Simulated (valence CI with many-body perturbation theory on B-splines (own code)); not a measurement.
Sc XVII: electric-dipole lines

Computed by valence CI with perturbative core correlation (CI+MBPT): three valence electrons over a frozen Dirac-Fock core [He], a basis of 11 s, 11 p, 9 d, 7 f, 5 g, 2 h, 1 i functions for each j, with the one-electron correlation potential Σ1 (screened to all orders), the two-electron term Σ2, the three-electron term Σ3, Breit, model QED; selected single and double excitations, second order for the rest (own B-spline code, finite nucleus).

No measured spectrum was set against this ion. As an estimate, levels of excited configurations hold to 0.05 to 0.15 % of their energy, terms of the ground configuration to about 0.5 %.

Lines 201 to 250 of 267 in falling wavelength, among levels below 729.20 eV, chosen from the strongest by gf and those to the six lowest levels. Wavelengths and rates use the calculated energies, so an error of 500 cm⁻¹ moves a line at 18.92 Å by 0.0095 % and its rate by three times that or more. Electric multipoles are in the length gauge, E1 and E2 with the static RPA response of the core. Weak lines are less certain than strong ones. Lines between different terms over intervals too small for the method are left out, as are lines whose strength nearly cancels. The highest levels of a list are the least certain.

Names give the largest LS component (configuration and term), which can be under half, so a name can repeat, a term be missing and a line seem to break the LS rules; names also repeat where a configuration has a term twice. Letters in brackets count levels of one name in rising energy.

```csv
λ vac (Å),Upper,Lower,A (s⁻¹),S (a.u.) with core polarisation,S without
18.92,2s 2p 3d 2P°_1/2 [b],2s 2p2 2D_3/2,1.77e+11,1.19e-03,1.19e-03
18.88,2s 2p 3p 4D_1/2,2s2 2p 2P°_3/2,1.39e+11,9.26e-04,9.24e-04
18.87,2s 2p 3d 2P°_3/2 [a],2s 2p2 4P_3/2,1.99e+10,2.64e-04,2.65e-04
18.86,2p2 3p 4D°_1/2 [a],2s 2p2 2D_3/2,1.16e+11,7.68e-04,7.68e-04
18.84,2s 2p 3p 4D_3/2,2s2 2p 2P°_3/2,3.67e+11,4.85e-03,4.84e-03
18.81,2p2 3p 4D°_1/2 [b],2s 2p2 2D_3/2,2.13e+10,1.40e-04,1.39e-04
18.80,2s 2p 3d 2P°_3/2 [a],2s 2p2 4P_1/2,1.65e+10,2.16e-04,2.17e-04
18.78,2s 2p 3p 2P_1/2 [a],2s2 2p 2P°_3/2,3.94e+11,2.57e-03,2.57e-03
18.77,2s 2p 3p 2P_3/2 [a],2s2 2p 2P°_3/2,9.14e+11,1.19e-02,1.19e-02
18.74,2s 2p 3d 2P°_1/2 [a],2s 2p2 4P_1/2,3.72e+10,2.42e-04,2.42e-04
18.72,2s 2p 3p 4D_1/2,2s2 2p 2P°_1/2,5.84e+11,3.78e-03,3.77e-03
18.71,2p2 3p 4P°_3/2,2s 2p2 2D_3/2,6.18e+10,7.99e-04,7.95e-04
18.69,2p2 3p 4P°_1/2,2s 2p2 2D_3/2,3.46e+10,2.23e-04,2.23e-04
18.68,2s 2p 3p 4D_3/2,2s2 2p 2P°_1/2,1.89e+11,2.43e-03,2.42e-03
18.66,2s 2p 3p 4S_3/2,2s2 2p 2P°_3/2,2.43e+11,3.12e-03,3.12e-03
18.65,2s 2p 3p 4P_1/2,2s2 2p 2P°_3/2,2.41e+10,1.54e-04,1.54e-04
18.64,2p2 3p 2D°_3/2,2s 2p2 2D_3/2,2.90e+11,3.71e-03,3.70e-03
18.62,2s 2p 3p 2P_1/2 [a],2s2 2p 2P°_1/2,1.88e+12,1.20e-02,1.19e-02
18.61,2s 2p 3p 2P_3/2 [a],2s2 2p 2P°_1/2,7.45e+11,9.49e-03,9.47e-03
18.59,2s 2p 3p 4P_3/2,2s2 2p 2P°_3/2,3.31e+11,4.20e-03,4.19e-03
18.56,2s 2p 3p 2D_3/2 [a],2s2 2p 2P°_3/2,9.62e+11,1.21e-02,1.21e-02
18.56,2s 2p 3p 4P_5/2,2s2 2p 2P°_3/2,3.96e+11,7.50e-03,7.49e-03
18.51,2s 2p 3p 4S_3/2,2s2 2p 2P°_1/2,4.80e+11,6.00e-03,5.99e-03
18.50,2s 2p 3p 4P_1/2,2s2 2p 2P°_1/2,4.91e+10,3.07e-04,3.06e-04
18.47,2s 2p 3p 2D_5/2 [a],2s2 2p 2P°_3/2,2.99e+12,5.58e-02,5.56e-02
18.43,2s 2p 3p 4P_3/2,2s2 2p 2P°_1/2,5.14e+11,6.35e-03,6.34e-03
18.41,2s 2p 3p 2D_3/2 [a],2s2 2p 2P°_1/2,1.48e+12,1.82e-02,1.81e-02
18.40,2s 2p 3d 2F°_7/2 [b],2s 2p2 4P_5/2,1.42e+10,3.50e-04,3.49e-04
18.37,2s 2p 3p 2S_1/2 [a],2s2 2p 2P°_3/2,2.63e+12,1.61e-02,1.61e-02
18.22,2s 2p 3p 2S_1/2 [a],2s2 2p 2P°_1/2,8.18e+11,4.88e-03,4.87e-03
18.14,2s 2p 3d 2P°_1/2 [b],2s 2p2 4P_1/2,2.07e+10,1.22e-04,1.21e-04
18.09,2p2 3p 4D°_5/2,2s 2p2 4P_5/2,9.40e+10,1.65e-03,1.64e-03
18.09,2p2 3p 4D°_1/2 [b],2s 2p2 4P_3/2,3.26e+11,1.90e-03,1.90e-03
18.08,2p2 3p 4D°_3/2,2s 2p2 4P_3/2,3.16e+11,3.69e-03,3.67e-03
18.08,2p2 3p 4D°_1/2 [a],2s 2p2 4P_1/2,6.25e+11,3.64e-03,3.63e-03
18.07,2p2 3p 4P°_3/2,2s 2p2 4P_5/2,3.05e+11,3.56e-03,3.55e-03
18.03,2p2 3p 4P°_5/2,2s 2p2 4P_5/2,8.91e+11,1.55e-02,1.54e-02
18.03,2p2 3p 4D°_1/2 [b],2s 2p2 4P_1/2,3.31e+11,1.92e-03,1.91e-03
18.03,2p2 3p 4D°_7/2,2s 2p2 4P_5/2,1.12e+12,2.60e-02,2.59e-02
18.02,2p2 3p 4D°_5/2,2s 2p2 4P_3/2,1.05e+12,1.82e-02,1.81e-02
18.02,2p2 3p 4D°_3/2,2s 2p2 4P_1/2,8.04e+11,9.29e-03,9.26e-03
18.01,2p2 3p 2D°_3/2,2s 2p2 4P_5/2,9.53e+10,1.10e-03,1.10e-03
18.00,2p2 3p 4P°_3/2,2s 2p2 4P_3/2,4.52e+11,5.21e-03,5.19e-03
17.99,2p2 3p 4P°_1/2,2s 2p2 4P_3/2,1.02e+12,5.85e-03,5.83e-03
17.96,2p2 3p 4P°_5/2,2s 2p2 4P_3/2,1.27e+11,2.18e-03,2.17e-03
17.94,2p2 3p 4P°_3/2,2s 2p2 4P_1/2,2.63e+11,2.99e-03,2.99e-03
17.94,2p2 3p 2D°_3/2,2s 2p2 4P_3/2,1.47e+11,1.68e-03,1.67e-03
17.93,2p2 3p 4P°_1/2,2s 2p2 4P_1/2,1.61e+11,9.15e-04,9.12e-04
17.88,2p2 3p 2D°_3/2,2s 2p2 4P_1/2,1.44e+11,1.63e-03,1.62e-03
17.87,2s 2p 3p 2P_1/2 [b],2s2 2p 2P°_3/2,5.73e+11,3.23e-03,3.22e-03
```
